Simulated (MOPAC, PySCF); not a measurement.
H3B, SMILES `B`, neutral singlet in the gas phase. 

Z-matrix (Å, degrees):
```
B
H 1 1.1935
H 1 1.1935 2 120.00
H 1 1.1935 2 120.00 3 -180.00
```
Charge 0, spin multiplicity 1.

All levels are single points at this geometry (PBE0-D4/def2-TZVP); Pople sets use spherical d functions. Orbital energies aren't observables, and empty levels follow the basis.

PM6 in MOPAC gives dipole (D) = 0.00.

### Question
Estimate the dipole (D) from each of these levels: PBE0-D4/def2-TZVP in PySCF; B3LYP/3-21G in PySCF; B3LYP/6-311+G** in PySCF; B3LYP/6-31G* in PySCF; HF/6-31G* in PySCF.

### Answer

```csv
level,dipole (D)
PBE0-D4/def2-TZVP in PySCF,0.00
B3LYP/3-21G in PySCF,0.00
B3LYP/6-311+G** in PySCF,0.00
B3LYP/6-31G* in PySCF,0.00
HF/6-31G* in PySCF,0.00
```
